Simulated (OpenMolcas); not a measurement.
**P2+: the spin-orbit constant, worked from levels**

```yaml
Program: OpenMolcas
Basis: ANO-R3 [6s5p4d2f1g]
Scalar_Hamiltonian: X2C, finite nucleus
Active_space: 3 electrons in 8 orbitals (3s 3p 4s 4p)
State_averaging: 2S+1 = 4 odd, 1 root; 2S+1 = 2 odd, 11 roots; 2S+1 = 4 even, 3 roots; 2S+1 = 2 even, 9 roots
Spin-orbit_coupling: state interaction with AMFI integrals over the reference wave functions, term energies averaged over their components
```

Methods: CASSCF; MS-CASPT2, IPEA 0.25 Eh, imaginary shift 0.1 Eh (closed shells correlated: 2s 2p). Measured levels: Martin, Zalubas and Musgrove, J. Phys. Chem. Ref. Data 14, 751 (1985).

**The spin-orbit constant.** For the Hund term 2P* of p1, E(J) = (A/2) J(J+1) + constant and ζ = 2S·A = A. From J = 1/2 to J = 3/2 the energy changes by 1.5 A.

| Source | E(3/2) - E(1/2) | A | ζ |
| --- | --- | --- | --- |
| CASSCF | 490.8 | 327.2 | 327 |
| MS-CASPT2 | 500.2 | 333.5 | 333 |
| measured | 559.1 | 372.7 | 373 |

All in cm-1. MS-CASPT2 is off by -10.5 % and CASSCF by -12.2 %. Both methods take the spin-orbit matrix elements from the reference wave functions, so the second can move ζ only through the term energies and any multistate remixing.

Over all roots computed the reference weight is 0.86 to 0.98 in MS-CASPT2; the roots of lowest weight are the least certain, and an intruder state may touch them. The run also gave levels led by 3s2 4p, which use shells meant for correlation; these and all levels above them are left out. Computed and measured levels are paired by configuration, term and J; levels that our copy of the source lacks, or whose pairing is in doubt (as where it misses far off the trend of its configuration), stay unpaired and out of the deviations. Levels of configurations outside the active space are missing.

* marks odd parity.
